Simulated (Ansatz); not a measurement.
System: SF₃, net charge 1, singlet state. It need not be the lowest isomer of its formula. 
Geometry from a B3LYP-D3(BJ)/def2-TZVP (Ansatz, a program for electronic structure) optimisation:
```
S
F 1 1.5137
F 1 1.5137 2 99.66
F 1 1.5137 2 99.66 3 101.63
```
Charge +1, spin multiplicity 1.

Basis-set convergence of Hartree-Fock and CCSD correlation energies (hartree) with Ansatz. Correlated levels leave the core frozen unless marked. No spin-orbit coupling. No relativistic terms.

| basis | functions | E(HF) | E(corr, CCSD) |
|---|---|---|---|
| cc-pV(D+d)Z | 65 | -695.43629 | -0.71252 |
| cc-pV(T+d)Z | 129 | ? | ? |

Task: Complete the blanks.

Result: 
- cc-pV(T+d)Z, E(HF): -695.60318
- cc-pV(T+d)Z, E(corr, CCSD): -0.92876
